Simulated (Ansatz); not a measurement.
Geometry optimisation, DFT PBE, scalar-relativistic, plane waves, PAW in Ansatz 0.2.0.

The input (input.yaml):

```yaml
accuracy: low
crystal:
  lattice:
    - [7.536122, 0.0, 0.0]
    - [0.0, 7.536122, 0.0]
    - [0.0, 0.0, 7.536122]
  atoms:
    - { symbol: O, position: [0.6751418, 1.0269787, 0.8551118] }
    - { symbol: H, position: [0.672929, 1.0305686, 0.726658] }
    - { symbol: H, position: [0.5836722, 0.9419322, 0.8854197] }
    - { symbol: O, position: [0.8397047, 0.3988911, 0.9260972] }
    - { symbol: H, position: [0.8647535, 0.5167337, 0.8813329] }
    - { symbol: H, position: [0.8840568, 0.3206707, 0.8342679] }
    - { symbol: C, position: [0.1196789, 0.0547417, 0.1301579] }
    - { symbol: C, position: [0.2385902, 0.2182381, 0.1233145] }
    - { symbol: H, position: [0.1976069, -0.0671848, 0.1206525] }
    - { symbol: H, position: [0.0447207, 0.0495992, 0.2541904] }
    - { symbol: H, position: [0.024269, 0.0547112, 0.0209509] }
    - { symbol: H, position: [0.1606622, 0.3401646, 0.13282] }
    - { symbol: H, position: [0.3340001, 0.2182687, 0.2325216] }
    - { symbol: H, position: [0.3135484, 0.2233806, -0.0007179] }
    - { symbol: C, position: [0.7039425, 0.6549157, 0.624763] }
    - { symbol: C, position: [0.6430551, 0.7743298, 0.4732679] }
    - { symbol: H, position: [0.7403746, 0.7328243, 0.7415198] }
    - { symbol: H, position: [0.5991703, 0.5627399, 0.6642044] }
    - { symbol: H, position: [0.8196155, 0.576352, 0.5863349] }
    - { symbol: H, position: [0.6066229, 0.6964212, 0.3565111] }
    - { symbol: H, position: [0.5273821, 0.8528935, 0.511696] }
    - { symbol: H, position: [0.7478273, 0.8665056, 0.4338265] }
    - { symbol: C, position: [0.3470291, 0.6990789, 1.0877098] }
    - { symbol: C, position: [0.3549181, 0.7121393, 0.8860046] }
    - { symbol: H, position: [0.2109439, 0.7129482, 1.135852] }
    - { symbol: H, position: [0.3973365, 0.5711762, 1.1339624] }
    - { symbol: H, position: [0.4266742, 0.8029592, 1.1501177] }
    - { symbol: H, position: [0.4910033, 0.6982699, 0.8378624] }
    - { symbol: H, position: [0.275273, 0.6082589, 0.8235967] }
    - { symbol: H, position: [0.3046107, 0.8400419, 0.8397521] }
    - { symbol: C, position: [0.0587719, 0.6879039, 0.4472508] }
    - { symbol: C, position: [0.1953194, 0.541544, 0.4180729] }
    - { symbol: H, position: [-0.0674356, 0.6552668, 0.3837238] }
    - { symbol: H, position: [0.0330711, 0.708208, 0.588518] }
    - { symbol: H, position: [0.1045303, 0.8140152, 0.3921931] }
    - { symbol: H, position: [0.3215269, 0.5741812, 0.4815999] }
    - { symbol: H, position: [0.149561, 0.4154328, 0.4731306] }
    - { symbol: H, position: [0.2210202, 0.52124, 0.2768056] }
basis:
  ecutwfc: 420.0
kpoints:
  mp_grid: { grid: [1, 1, 1] }
hamiltonian:
  xc: pbe
scf:
  occupations: { method: fermi_dirac, width: 0.05 }
  lower_state_search: "off"
relax:
  f_tol: 0.3
  max_steps: 15
  adjacent_minimum: "off"
```

Launched with:

```bash
$ ansatz run input.yaml --threads 1 --pin off --max-ram 3072MiB --backend cpu --events-out ev --progress --plain --runs-dir out
```

**Question.** Where does it end, and by what steps?

**Answer.** The run converged. The threshold is loose, so the end isn't yet a minimum. The force dipped under the threshold on the way, but the program's further checks kept it going. Limits of this set-up: coarse k mesh, low accuracy level. After 13 steps the energy has fallen by 1.451 eV; H26 moved furthest, 1.39 Å.

| step | energy less start (eV) | largest force component (eV/Å) | accepted |
| --- | --- | --- | --- |
| 0 | 0.0000 | 0.675 | yes |
| 1 | -0.4350 | 0.510 | yes |
| 2 | -0.6267 | 2.146 | yes |
| 3 | -0.8162 | 1.561 | yes |
| 4 | -1.0018 | 1.033 | yes |
| 5 | -1.1400 | 0.384 | yes |
| 6 | -1.2321 | 0.239 | yes |
| 7 | -1.2703 | 0.801 | yes |
| 8 | -1.3128 | 0.800 | yes |
| 9 | -1.3847 | 0.132 | yes |
| 10 | -1.3847 | 0.131 | yes |
| 11 | -1.4169 | 0.308 | yes |
| 12 | -1.4514 | 0.260 | yes |
| 13 | -1.4514 | 0.260 | yes |

```xyz
38
Lattice="7.5361 0.0000 0.0000 0.0000 7.5361 0.0000 0.0000 0.0000 7.5361" Properties=species:S:1:pos:R:3
O 5.021 8.301 6.264
H 4.989 8.123 5.310
H 4.198 7.914 6.611
O 6.032 3.158 7.654
H 6.033 3.849 6.971
H 5.675 2.378 7.173
C 0.458 0.606 1.034
C 1.557 1.462 0.401
H 0.810 -0.410 1.252
H 0.110 1.045 1.982
H -0.415 0.524 0.366
H 1.209 2.492 0.261
H 2.467 1.494 1.029
H 1.848 1.078 -0.594
C 5.364 4.824 4.661
C 4.997 5.856 3.599
H 5.687 5.317 5.591
H 4.513 4.173 4.901
H 6.185 4.185 4.316
H 4.763 5.370 2.645
H 4.111 6.442 3.888
H 5.825 6.556 3.411
C 3.231 5.421 7.896
C 2.340 5.503 6.645
H 2.643 5.067 8.762
H 4.072 4.724 7.767
H 3.658 6.403 8.165
H 2.910 5.851 5.760
H 1.920 4.515 6.401
H 1.486 6.188 6.782
C 1.046 5.009 3.414
C 1.604 3.599 3.569
H 0.240 5.029 2.670
H 0.641 5.393 4.358
H 1.816 5.715 3.085
H 2.447 3.570 4.273
H 0.839 2.903 3.944
H 1.960 3.207 2.607
```

Time of the run: 23 s on 1 thread of Intel(R) Xeon(R) Platinum 8559C (Emerald Rapids) (shared host), peak memory 0.5 GiB.
